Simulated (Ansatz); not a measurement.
The cluster Mg₄. Charge 0, multiplicity 1. Geometry r2SCAN/def2-TZVP, basis def2-TZVP, Ansatz.

```csv
atom,x (Å),y (Å),z (Å)
Mg1,-1.539,-0.136,1.029
Mg2,0.369,-1.643,-0.781
Mg3,1.423,0.506,1.078
Mg4,-0.254,1.273,-1.326
```

| run | HOMO (eV) | LUMO (eV) |
| --- | --- | --- |
| A | -4.56 | -2.48 |
| B | -4.42 | -2.33 |
| C | -6.76 | -0.42 |
| D | -5.05 | -1.95 |

LC-ωPBE has ω = 0.4 bohr⁻¹. The structure comes from a short search, and lower isomers may exist.

**Question.** The runs used B97M-V, LC-ωPBE, PBE0, r2SCAN. Estimate which is which.

**Answer.** A r2SCAN (0 % exact exchange); B B97M-V (0 % exact exchange); C LC-ωPBE (range-separated); D PBE0 (25 % exact exchange). Exact exchange lowers occupied and raises empty levels; among semilocal functionals meta-GGAs tend to open the gap a little, and such runs are hard to tell apart. The gap grows from 2.08 eV (r2SCAN) to 6.34 eV (LC-ωPBE).
